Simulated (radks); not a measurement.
Values are calculated unless marked as measured or tabulated.
Problem. Ionisation ladder of nickel, from Ni XV to Ni XXIII. Each ion is in the ground configuration listed by NIST, and IE = E(next ion) - E(this ion). Code: a radial shooting solver on a logarithmic mesh with Libxc functionals. Model: scalar-relativistic Kohn-Sham, r2SCAN, spin-unpolarised, spherical densities, finite nucleus; meta-GGA in the generalised Kohn-Sham scheme; Fermi nuclear charge, rms radius 3.7757 fm.

species   configuration  IE, Delta-SCF (eV)  <r> HOMO (bohr)
Ni XV      [Ne] 3s2 3p2              458.77            0.629
Ni XVI     [Ne] 3s2 3p1              494.16            0.619
Ni XVII        [Ne] 3s2              571.62            0.619
Ni XVIII       [Ne] 3s1                   ?            0.612
Ni XIX             [Ne]              1554.3            0.211
Ni XX      [He] 2s2 2p5                   ?            0.207
Ni XXI     [He] 2s2 2p4              1771.9            0.204
Ni XXII    [He] 2s2 2p3                   ?            0.200
Ni XXIII   [He] 2s2 2p2                   ?            0.197

Estimate the withheld Delta-SCF values.

Solution. Ni XVIII: 603.04 eV (NIST 607.02); Ni XX: 1662.0 eV (NIST 1646); Ni XXII: 1883.6 eV (NIST 1880); Ni XXIII: 1996.8 eV (NIST 2008).

Beside tabulated values, note that spin-unpolarised runs miss the spin-polarisation part of the exchange energy of open shells.
